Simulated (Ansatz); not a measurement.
System: WO2, net charge 0, singlet state. 
Structure (B3LYP-D3(BJ)/def2-TZVP (Ansatz, a program for electronic structure) minimum search):
```
W
O 1 1.6888
O 1 1.6888 2 104.54
```

Quantity: vertical ionisation energy (to the doublet state of charge +1; each state is the SCF solution reached for its spin; the UHF <S^2> is 1.74 for the doublet (pure: 0.75); for the doublet T1 is 0.101; for the singlet the Hartree-Fock reference is unstable and T1 is 0.035), in eV. Cores are frozen in the correlated levels unless marked. Open shells are spin-unrestricted. No spin-orbit coupling. The frozen core is the preceding noble-gas configuration, with the filled d and f shells of earlier blocks. Past Kr the def2 sets carry scalar-relativistic core potentials. CBS marks a two-point X^-3 extrapolation of the correlation energy; Hartree-Fock from the larger set. [CCSD(T)-MP2]/basis is that difference in the basis named. The program attaches cautions to a run behind MP2/def2-SVPD: large difference. The program attaches cautions to a run behind CCSD(T)/def2-TZVPPD: large difference. The program attaches cautions to a run behind RI-MP2/CBS(def2-TZVPPD,def2-QZVPPD)+[CCSD(T)-MP2]/def2-TZVPPD: large difference.

```
level                                                          program  vertical ionisation energy (eV)
-------------------------------------------------------------  -------  -------------------------------
HF/def2-QZVPPD                                                  Ansatz                             7.22
r2SCAN/def2-TZVPD                                               Ansatz                             8.35
B3LYP/def2-TZVPD                                                Ansatz                             8.74
CAM-B3LYP/def2-TZVPD                                            Ansatz                             8.78
wB97X-V/def2-TZVPD                                              Ansatz                             8.65
MP2/def2-SVPD                                                   Ansatz                            10.87
RI-MP2/def2-TZVPPD                                              Ansatz                            11.04
RI-MP2/def2-QZVPPD                                              Ansatz                            11.12
CCSD(T)/def2-TZVPPD                                             Ansatz                             8.74
RI-MP2/CBS(def2-TZVPPD,def2-QZVPPD)+[CCSD(T)-MP2]/def2-TZVPPD   Ansatz                             8.88
```
